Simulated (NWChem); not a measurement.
System: GeHSCl, singlet; SMILES [SH][Ge][Cl]

Input file for NWChem:

```
start job
memory heap 200 mb stack 900 mb global 1100 mb
geometry units angstroms noautosym nocenter noautoz
  Ge     0.755959     0.019904    -0.005891
  Cl    -0.731103     1.637520     0.005464
  S     -0.726220    -1.657594    -0.007724
  H      0.238835    -2.606827    -0.014664
end
basis spherical
  * library def2-svpd
end
dft
  xc pbe0
  iterations 150
end
property
  response 1 0.0
end
task dft property
```

Parts of the log:

```
             Northwest Computational Chemistry Package (NWChem) 7.3.0
             --------------------------------------------------------

                             Geometry "geometry" -> ""
                             -------------------------

 Output coordinates in angstroms (scale by  1.889725989 to convert to a.u.)

  No.       Tag          Charge          X              Y              Z
 ---- ---------------- ---------- -------------- -------------- --------------
    1 Ge                  32.0000     0.75595900     0.01990400    -0.00589100
    2 Cl                  17.0000    -0.73110300     1.63752000     0.00546400
    3 S                   16.0000    -0.72622000    -1.65759400    -0.00772400
    4 H                    1.0000     0.23883500    -2.60682700    -0.01466400

 Effective nuclear repulsion energy (a.u.)     310.3750459367

                              NWChem Property Module
                              ----------------------

                                 NWChem DFT Module
                                 -----------------

 Summary of "ao basis" -> "ao basis" (spherical)
 ------------------------------------------------------------------------------
       Tag                 Description            Shells   Functions and Types
 ---------------- ------------------------------  ------  ---------------------
 Ge                        def2-svpd                14       38   6s4p4d
 Cl                        def2-svpd                11       27   5s4p2d
 S                         def2-svpd                11       27   5s4p2d
 H                         def2-svpd                 4        8   2s2p

            General Information
            -------------------
          SCF calculation type: DFT
          Wavefunction type:  closed shell.
          No. of atoms     :     4
          No. of electrons :    66
           Alpha electrons :    33
            Beta electrons :    33
          Charge           :     0
          Spin multiplicity:     1
          Use of symmetry is: off; symmetry adaption is: off
          Maximum number of iterations: 150
          AO basis - number of functions:   100
                     number of shells:    40
          Convergence on energy requested:  1.00D-06
          Convergence on density requested:  1.00D-05
          Convergence on gradient requested:  5.00D-04

              XC Information
              --------------
                         PBE0 Method XC Functional
                     Hartree-Fock (Exact) Exchange  0.250
          PerdewBurkeErnzerhof Exchange Functional  0.750
            Perdew 1991 LDA Correlation Functional  1.000 local
           PerdewBurkeErnz. Correlation Functional  1.000 non-local

             Grid Information
             ----------------
          Grid used for XC integration:  medium
          Radial quadrature: Mura-Knowles
          Angular quadrature: Lebedev.
          Tag              B.-S. Rad. Rad. Pts. Rad. Cut. Ang. Pts.
          ---              ---------- --------- --------- ---------
          Ge                  1.25      112          11.0       590
          Cl                  1.00       88          13.0       590
          S                   1.00       88          13.0       590
          H                   0.35       45          13.0       434
          Grid pruning is: on
          Number of quadrature shells:   333
          Spatial weights used:  Erf1

      Superposition of Atomic Density Guess
      -------------------------------------

 Sum of atomic energies:       -2932.22421279

      Non-variational initial energy
      ------------------------------

 Total energy =   -2932.644239
 1-e energy   =   -4698.751171
 2-e energy   =    1455.731887
 HOMO         =      -0.262140
 LUMO         =      -0.042683

   convergence    iter        energy       DeltaE   RMS-Dens  Diis-err
 ---------------- ----- ----------------- --------- --------- ---------
 d= 0,ls=0.0,diis     1  -2934.9384709571 -3.25D+03  1.38D-02  4.04D-01
 d= 0,ls=0.0,diis     2  -2934.8944540441  4.40D-02  8.21D-03  5.84D-01
 d= 0,ls=0.0,diis     3  -2934.9956586118 -1.01D-01  1.62D-03  3.64D-02
 d= 0,ls=0.0,diis     4  -2934.9997829385 -4.12D-03  3.96D-04  2.86D-03
 d= 0,ls=0.0,diis     5  -2935.0000064517 -2.24D-04  1.46D-04  1.26D-04
  Resetting Diis
 d= 0,ls=0.0,diis     6  -2935.0000228771 -1.64D-05  4.48D-05  1.48D-05
 d= 0,ls=0.0,diis     7  -2935.0000254023 -2.53D-06  1.99D-05  8.51D-07
 d= 0,ls=0.0,diis     8  -2935.0000253557  4.66D-08  1.08D-05  1.23D-06
 d= 0,ls=0.0,diis     9  -2935.0000255267 -1.71D-07  1.40D-06  1.44D-08

         Total DFT energy =    -2935.000025526659
      One electron energy =    -4698.693361672057
           Coulomb energy =     1586.097888128535
    Exchange-Corr. energy =     -132.779597919882
 Nuclear repulsion energy =      310.375045936745

 Numeric. integr. density =       66.000004098640

                       DFT Final Molecular Orbital Analysis
                       ------------------------------------

 Vector   31  Occ=2.000000D+00  E=-3.447272D-01
              MO Center= -5.1D-01,  1.3D+00,  3.2D-03, r^2= 2.5D+00
   Bfn.  Coefficient  Atom+Function         Bfn.  Coefficient  Atom+Function
  ----- ------------  ---------------      ----- ------------  ---------------
    51      0.502300  2 Cl py                48      0.385678  2 Cl py
    50      0.268652  2 Cl px                45      0.223298  2 Cl py
    47      0.210940  2 Cl px                 4      0.160757  1 Ge s
    44      0.121620  2 Cl px                13      0.118678  1 Ge px
     5      0.114157  1 Ge s                 93     -0.112427  4 H  s

 Vector   32  Occ=2.000000D+00  E=-3.012587D-01
              MO Center= -5.8D-01, -1.2D+00, -6.4D-03, r^2= 2.7D+00
   Bfn.  Coefficient  Atom+Function         Bfn.  Coefficient  Atom+Function
  ----- ------------  ---------------      ----- ------------  ---------------
    79      0.554703  3 S  pz                76      0.411551  3 S  pz
    73      0.233069  3 S  pz                52     -0.221105  2 Cl pz
    49     -0.167266  2 Cl pz                15      0.111973  1 Ge pz
    46     -0.095950  2 Cl pz                18      0.081039  1 Ge pz
    82      0.081338  3 S  pz                12     -0.062119  1 Ge pz

 Vector   33  Occ=2.000000D+00  E=-2.806121D-01
              MO Center=  2.2D-01, -1.7D-01, -4.9D-03, r^2= 4.2D+00
   Bfn.  Coefficient  Atom+Function         Bfn.  Coefficient  Atom+Function
  ----- ------------  ---------------      ----- ------------  ---------------
     4      0.436800  1 Ge s                  5      0.335631  1 Ge s
    50     -0.326473  2 Cl px                77     -0.306482  3 S  px
    13      0.268958  1 Ge px                78     -0.259183  3 S  py
     3     -0.245938  1 Ge s                 47     -0.236833  2 Cl px
    74     -0.218933  3 S  px                75     -0.180076  3 S  py

 Vector   34  Occ=0.000000D+00  E=-1.025613D-01
              MO Center=  5.6D-01, -9.2D-02, -5.7D-03, r^2= 3.5D+00
   Bfn.  Coefficient  Atom+Function         Bfn.  Coefficient  Atom+Function
  ----- ------------  ---------------      ----- ------------  ---------------
    18      0.576240  1 Ge pz                15      0.475241  1 Ge pz
    79     -0.264074  3 S  pz                12     -0.253549  1 Ge pz
    52     -0.207147  2 Cl pz                76     -0.177107  3 S  pz
    49     -0.138766  2 Cl pz                73     -0.096532  3 S  pz
    37     -0.086415  1 Ge d  1               9      0.081847  1 Ge pz

 Vector   35  Occ=0.000000D+00  E=-2.199743D-02
              MO Center=  7.5D-01, -1.8D-01, -6.6D-03, r^2= 5.7D+00
   Bfn.  Coefficient  Atom+Function         Bfn.  Coefficient  Atom+Function
  ----- ------------  ---------------      ----- ------------  ---------------
     6      0.463044  1 Ge s                  5     -0.395118  1 Ge s
    17     -0.379925  1 Ge py                43     -0.374712  2 Cl s
    14     -0.351749  1 Ge py                70      0.300362  3 S  s
    42      0.261361  2 Cl s                 34     -0.258746  1 Ge d -2
    50      0.251297  2 Cl px                 4     -0.202200  1 Ge s

 Vector   36  Occ=0.000000D+00  E=-6.893083D-03
              MO Center=  5.5D-01, -4.7D-01, -7.1D-03, r^2= 7.0D+00
   Bfn.  Coefficient  Atom+Function         Bfn.  Coefficient  Atom+Function
  ----- ------------  ---------------      ----- ------------  ---------------
     6      1.522048  1 Ge s                  5     -1.039000  1 Ge s
    70     -0.416978  3 S  s                 78      0.386566  3 S  py
     4     -0.376874  1 Ge s                 43     -0.329432  2 Cl s
    17      0.308588  1 Ge py                16      0.287135  1 Ge px
    13      0.285643  1 Ge px                69      0.228098  3 S  s

     Multipole analysis of the density
     ---------------------------------

     L   x y z        total         alpha         beta         nuclear
     -   - - -        -----         -----         ----         -------
     0   0 0 0     -0.000000    -33.000000    -33.000000     66.000000

     1   1 0 0      0.813796      0.046667      0.046667      0.720462
     1   0 1 0     -0.595437      0.319809      0.319809     -1.235055
     1   0 0 1     -0.005050      0.218452      0.218452     -0.441954

     2   2 0 0    -32.951799    -80.521573    -80.521573    128.091347
     2   1 1 0     -0.984122      1.709486      1.709486     -4.403093
     2   1 0 1     -0.007048      0.218187      0.218187     -0.443423
     2   0 2 0    -32.357362   -188.223864   -188.223864    344.090366
     2   0 1 1      0.006777     -0.695527     -0.695527      1.397830
     2   0 0 2    -32.275981    -16.142968    -16.142968      0.009955

 *** CALLING NEW AORESP DRIVER FOR CLOSED AND OPEN SHELLS ***
 Entering AOResponse driver routine

--------------------------------------------------------------------------------

          -----------------------------------------------
          Solving response equations for perturbing field
          -----------------------------------------------

 number of frequencies:     1
 frequency in a.u.:  0.0000000E+00
 Perturbing field: electric
 Using El. Dipole Length Gauge

 Setting up CPKS with frequency omega =      0.00000000 a.u.

 STATIC response

                                NWChem CPHF Module
                                ------------------

  scftype          =     RHF
  nclosed          =       33
  nopen            =        0
  variables        =     2211
  # of vectors     =        3
  tolerance        = 0.10D-03
  level shift      = 0.00D+00
  max iterations   =       50
  max subspace     =       30

 SCF residual:    4.7318678899462618E-005

Iterative solution of linear equations
  No. of variables     2211
  No. of equations        3
  Maximum subspace       30
        Iterations       50
       Convergence  1.0D-04

   iter   nsub   residual    time
   ----  ------  --------  ---------
     1      3    4.79D+00      29.5
     2      6    1.41D+00      45.1
     3      9    6.32D-01      60.4
     4     12    1.48D-01      74.2
     5     15    2.61D-02      86.5
     6     18    1.05D-02      98.7
     7     21    9.02D-04     113.3
     8     24    2.37D-04     128.2
     9     27    1.56D-05     143.7

 Electric Dipole Response Matrix (nonzero elements):

              1        2        3
    1   69.3963   2.8515  -0.0466
    2    2.8515  89.7964   0.1426
    3   -0.0466   0.1426  51.7698

 ------------------------------------------
 average:        70.32081 + I       0.00000

 DFT Linear Response polarizability / au
 Frequency  =       0.0000000 / au
              X              Y              Z
 -----------------------------------------------
 X      69.3962722      2.8514964     -0.0465517
 Y       2.8514768     89.7963751      0.1425862
 Z      -0.0465518      0.1425861     51.7697885
 -----------------------------------------------
 Eigenvalues =      69.0054403     90.1879298     51.7690656
 Isotropic   =      70.3208119
 Anisotropic =      33.3301634
 -----------------------------------------------

 Magnetic Dipole Response Matrix (nonzero elements):

 Exiting AOResponse driver routine
```

Level: PBE0/def2-SVPD. Low-valent species are run as closed-shell singlets; no triplet was tried in these runs. The geometry was optimised at PBE0/def2-SVP.
